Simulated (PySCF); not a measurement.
C4H4F2, SMILES FC(C=C=C)F.

Coordinates come from a r2SCAN-D4/def2-SVP optimisation. Other conformers were not sampled.

These are TDA-PBE0/def2-SVPD run with PySCF values and carry that method's errors.

Vertical excitations. The molecule is in vacuum. State labels are in the subgroup Cs.

| state | symmetry | energy (eV) | λ (nm) | f | main pairs |
|---|---|---|---|---|---|
| S1 | A" | 5.89 | 211 | 0.000 | HOMO−1→LUMO 65 %, HOMO→LUMO+1 34 % |
| S2 | A" | 6.15 | 202 | 0.000 | HOMO→LUMO+1 65 %, HOMO−1→LUMO 34 % |
| S3 | A' | 7.54 | 165 | 0.003 | HOMO−1→LUMO+1 41 %, HOMO→LUMO 40 %, HOMO−1→LUMO+2 7 % |
| S4 | A' | 7.75 | 160 | 0.079 | HOMO−1→LUMO+2 88 % |
| S5 | A" | 7.78 | 159 | 0.008 | HOMO→LUMO+2 98 % |
| S6 | A" | 8.24 | 150 | 0.000 | HOMO−2→LUMO 98 % |
| S7 | A' | 8.32 | 149 | 1.324 | HOMO−1→LUMO+1 38 %, HOMO→LUMO 34 %, HOMO−1→LUMO+3 6 % |
| S8 | A" | 8.53 | 145 | 0.000 | HOMO→LUMO+3 89 % |
| S9 | A' | 8.75 | 142 | 0.117 | HOMO−1→LUMO+3 88 % |
| S10 | A' | 8.89 | 140 | 0.002 | HOMO−2→LUMO+1 81 % |
| T1 | A' | 4.47 | 277 | 0 | HOMO→LUMO 53 %, HOMO−1→LUMO+1 41 % |
| T2 | A' | 4.71 | 263 | 0 | HOMO−1→LUMO+1 53 %, HOMO→LUMO 43 % |
| T3 | A" | 5.48 | 226 | 0 | HOMO−1→LUMO 69 %, HOMO→LUMO+1 29 % |
| T4 | A" | 5.73 | 217 | 0 | HOMO→LUMO+1 70 %, HOMO−1→LUMO 29 % |
Triplets are in the Tamm–Dancoff approximation.
